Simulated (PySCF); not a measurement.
Computed shifts of a molecule C2H3Cl2FSi, PBE0/pcSseg-1 (PySCF), GIAO, gas phase, atoms alike by connectivity averaged where their shifts nearly agree, in ppm (number of nuclei): ¹⁹F: -116.0 (1). ¹³C: 177.1 (1), 139.3 (1). ²⁹Si: -23.3 (1). ¹H: 7.15 (1), 5.72 (1), 5.36 (1). References: ¹⁹F against CFCl3 (σ = 167.2 ppm); ¹³C against TMS (σ = 186.3 ppm); ³⁵Cl against HCl (σ = 945.9 ppm); ²⁹Si against TMS (σ = 352.7 ppm); ¹H against TMS (σ = 31.56 ppm), references at their B3LYP-D3(BJ)/def2-TZVP geometries, non-relativistic (without spin–orbit terms, shifts of atoms bonded to Cl or Br come out too high). Geometry: B3LYP-D3(BJ)/def2-SVP. Other conformers were not sampled.

Q: Which molecule gave these data?
A. C=C[Si](F)(Cl)Cl
B. F[SiH2]C=C(Cl)Cl
C. F/C(Cl)=C(\[SiH3])Cl
D. F/C(=C/Cl)[SiH2]Cl

A: D, F/C(=C/Cl)[SiH2]Cl
